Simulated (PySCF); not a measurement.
Computed IR spectrum (relative IR intensity) of a molecule C2H4ClNSi. The structure is a stationary point at r2SCAN-D4/def2-SVP. One conformer was computed; it need not be the lowest. The numbers are results of r2SCAN-D4/def2-SVP run with PySCF 2.14.0, not measurements. Frequencies are harmonic and unscaled.

Lines under 2 % of the strongest are left out, and lines within 2 cm⁻¹ are merged.

```csv
ν (cm⁻¹),relative intensity
207,3.1
540,19
562,17
672,2.6
683,5.8
785,12
889,100
946,51
1151,3.2
1177,11
1393,6.0
2251,43
2270,37
2352,11
```

Which molecule gave these data?
A. C#C[Si@@H](N)Cl
B. N#CC[SiH2]Cl
C. Cl[Si@H]1C=NC1

B, N#CC[SiH2]Cl
